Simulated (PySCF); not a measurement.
## Simulated characterisation data

Level of theory: couplings computed with B3LYP/pcJ-1 (spin–dipole term left out of most H,H and C,H couplings), geometry: GFN2-xTB, PBE0/pcSseg-1 with gauge-including orbitals, in PySCF 2.14.0 with density-fitted response routines (a single conformation, no solvent model, averaged over atoms made equivalent by symmetry, fast rotation or ring inversion, non-relativistic Hamiltonian).

References, each an isolated molecule treated in the same way: TMS for $^{1}$H, $^{13}$C. Multiplet labels drop J under 1 Hz and among equivalent protons, and merge close values. Unscaled 3J(H,H) run several per cent high. Where no couplings were computed, multiplicities follow the n + 1 count of equivalent neighbours, and m marks all less simple cases (inequivalent or close neighbours, rings, F or P nearby). Shifts are as computed. Against solution values, carbons near 30 ppm lie about +3 ppm off and those near 130 ppm about +5 ppm. Of 1211 compounds with measured shifts, 218 miss one by over three times the rms of a fit or turn the order of signals round; such compounds aren't used in these exercises.

Compound 1 (C8H9N). $^{1}$H NMR (500 MHz, computed): δ 8.25 (s, 1H), 7.07 (m, 1H), 6.94 (d, 1H), 6.94 (m, 1H), 4.15 (m, 1H), 4.03 (m, 1H), 3.68 (s, 3H). $^{13}$C{$^{1}$H} NMR (computed): δ 162.4, 158.6, 154.6, 153.9, 153.9, 53.4, 51.6, 44.6. Structure: SMILES [C@H]12C=C(/C=N\C)[C@H]1C=C2.

Compound 2 (C5H10). $^{1}$H NMR (500 MHz, computed): δ 5.04 (q, J = 1.9 Hz, 1H), 5.03 (q, J = 1.4 Hz, 1H), 2.07 (q, J = 8.1 Hz, 2H), 1.87 (t, J = 1.6 Hz, 3H), 1.12 (t, J = 8.1 Hz, 3H). $^{13}$C{$^{1}$H} NMR (computed): δ 157.4 (C), 116.3 (CH2), 36.5 (CH2), 24.3 (CH3), 17.6 (CH3). Structure: 2-methyl-1-butene (CCC(=C)C).
